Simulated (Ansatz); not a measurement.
KNa3. Charge 0, multiplicity 3. Geometry r2SCAN/def2-TZVP; atoms count from 1.

```xyz
4

Na    0.289   -1.821    0.698
Na   -0.280    1.706   -0.948
Na    0.081   -1.238   -2.678
K    -0.090    1.353    2.928
```

At PBE0/def2-TZVP a broken-symmetry singlet of charge 0 lies 0.10 eV below the triplet, each at its own geometry. The structure comes from a short search, and lower isomers may exist.

**Question.** Estimate the Mulliken populations from the PBE0/def2-TZVP orbitals of Ansatz.

**Answer.** 
```json
{"atom": "Na1", "charge (e)": "-0.02", "spin (α − β)": "0.41"}
{"atom": "Na2", "charge (e)": "-0.02", "spin (α − β)": "0.41"}
{"atom": "Na3", "charge (e)": "-0.07", "spin (α − β)": "0.54"}
{"atom": "K4", "charge (e)": "0.11", "spin (α − β)": "0.64"}
```
Mulliken values and Mayer orders depend strongly on the basis.

**Question.** Where does the spin sit?

**Answer.** Summed by element: Na 1.36, K 0.64, of 2 unpaired in all. Largest on single atoms: K4 0.64, Na3 0.54, Na2 0.41.

**Question.** And the Mayer bond orders between bonded heavy atoms (over 0.3)?

**Answer.** Na1–Na3 0.45 (3.43 Å); Na1–K4 0.38 (3.90 Å); Na2–Na3 0.45 (3.43 Å); Na2–K4 0.38 (3.90 Å).
